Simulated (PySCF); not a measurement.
BH₃O₂Se.

```xyz
7

B     -0.0069     0.9773     0.0000
O      1.1441     1.7260     0.0000
H      1.9620     1.2012     0.0000
O     -1.2198     1.6038     0.0000
H     -1.1044     2.5733     0.0000
Se     0.0360    -1.0055     0.0000
H     -1.4414    -1.1125     0.0000
```

Geometry optimised at PBE-D3(BJ)/def2-SVP. Other conformers were not sampled.

Method: PBE0/pcSseg-1 (PySCF). Non-relativistic, no solvent.

**Question.** Give the absolute GIAO shielding of each atom: isotropic value and principal components (ppm). (Estimate from the structure and the level; the computed values follow.)

**Answer.** 
| atom | σ(iso) | σ11 | σ22 | σ33 | span |
|---|---|---|---|---|---|
| B1 | 66.4 | 47.3 | 66.7 | 85.3 | 38.0 |
| O2 | 195.1 | 81.2 | 249.8 | 254.4 | 173.2 |
| H3 | 27.1 | 20.5 | 25.6 | 35.1 | 14.7 |
| O4 | 205.7 | 116.3 | 245.0 | 255.7 | 139.4 |
| H5 | 27.0 | 20.8 | 22.2 | 38.1 | 17.3 |
| Se6 | 2059.4 | 1834.6 | 1926.7 | 2417.0 | 582.4 |
| H7 | 29.4 | 20.1 | 25.2 | 42.9 | 22.8 |
